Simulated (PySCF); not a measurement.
1-bromo-1-fluorocyclopropane (C3H4BrF), SMILES C1CC1(Br)F. Atoms are numbered in the order given.

```xyz
9

F     -1.5349    -1.0460     0.0000
C     -0.2097    -0.7489     0.0000
Br     0.0845     1.1698     0.0000
C      0.7093    -1.6391     0.7671
C      0.7093    -1.6391    -0.7671
H      1.5650    -1.1898     1.2924
H      0.2362    -2.4926     1.2782
H      1.5650    -1.1898    -1.2924
H      0.2362    -2.4926    -1.2782
```
Charge 0, spin multiplicity 1.

Geometry optimised at PBE-D3(BJ)/def2-SVP.

These are PBE-D3(BJ)/def2-SVP run with PySCF values and carry that method's errors.

Frequencies are harmonic and unscaled.

```json
[
 {"mode": "1", "ν (cm⁻¹)": "254", "IR (km/mol)": "0.7", "moving atoms (share of kinetic energy)": "C 48 %, H 21 %, Br 17 %, F 14 %"},
 {"mode": "2", "ν (cm⁻¹)": "274", "IR (km/mol)": "0.1", "moving atoms (share of kinetic energy)": "C 47 %, H 42 %"},
 {"mode": "3", "ν (cm⁻¹)": "308", "IR (km/mol)": "0.2", "moving atoms (share of kinetic energy)": "F 64 %, Br 26 %, C 9 %"},
 {"mode": "4", "ν (cm⁻¹)": "451", "IR (km/mol)": "0.3", "moving atoms (share of kinetic energy)": "C 59 %, H 22 %, F 18 %"},
 {"mode": "5", "ν (cm⁻¹)": "486", "IR (km/mol)": "26.6", "moving atoms (share of kinetic energy)": "C 49 %, H 22 %, F 20 %, Br 10 %"},
 {"mode": "6", "ν (cm⁻¹)": "731", "IR (km/mol)": "2.3", "moving atoms (share of kinetic energy)": "H 97 %"},
 {"mode": "7", "ν (cm⁻¹)": "810", "IR (km/mol)": "45.6", "moving atoms (share of kinetic energy)": "C 55 %, H 26 %, F 19 %"},
 {"mode": "8", "ν (cm⁻¹)": "844", "IR (km/mol)": "0.2", "moving atoms (share of kinetic energy)": "H 79 %, C 20 %"},
 {"mode": "9", "ν (cm⁻¹)": "952", "IR (km/mol)": "3.9", "moving atoms (share of kinetic energy)": "H 53 %, C 33 %, F 14 %"},
 {"mode": "10", "ν (cm⁻¹)": "982", "IR (km/mol)": "24.6", "moving atoms (share of kinetic energy)": "C 64 %, H 35 %"},
 {"mode": "11", "ν (cm⁻¹)": "1001", "IR (km/mol)": "44.1", "moving atoms (share of kinetic energy)": "H 58 %, C 39 %"},
 {"mode": "12", "ν (cm⁻¹)": "1034", "IR (km/mol)": "4.8", "moving atoms (share of kinetic energy)": "C 60 %, H 40 %"},
 {"mode": "13", "ν (cm⁻¹)": "1124", "IR (km/mol)": "0.2", "moving atoms (share of kinetic energy)": "H 78 %, C 22 %"},
 {"mode": "14", "ν (cm⁻¹)": "1162", "IR (km/mol)": "116.4", "moving atoms (share of kinetic energy)": "C 63 %, H 32 %"},
 {"mode": "15", "ν (cm⁻¹)": "1292", "IR (km/mol)": "43.7", "moving atoms (share of kinetic energy)": "C 47 %, H 47 %"},
 {"mode": "16", "ν (cm⁻¹)": "1359", "IR (km/mol)": "7.5", "moving atoms (share of kinetic energy)": "H 92 %, C 8 %"},
 {"mode": "17", "ν (cm⁻¹)": "1429", "IR (km/mol)": "49.4", "moving atoms (share of kinetic energy)": "C 52 %, H 46 %"},
 {"mode": "18", "ν (cm⁻¹)": "3072", "IR (km/mol)": "1.8", "moving atoms (share of kinetic energy)": "H 95 %"},
 {"mode": "19", "ν (cm⁻¹)": "3072", "IR (km/mol)": "0.2", "moving atoms (share of kinetic energy)": "H 95 %"},
 {"mode": "20", "ν (cm⁻¹)": "3171", "IR (km/mol)": "0.0", "moving atoms (share of kinetic energy)": "H 89 %, C 11 %"},
 {"mode": "21", "ν (cm⁻¹)": "3178", "IR (km/mol)": "0.0", "moving atoms (share of kinetic energy)": "H 89 %, C 11 %"}
]
```
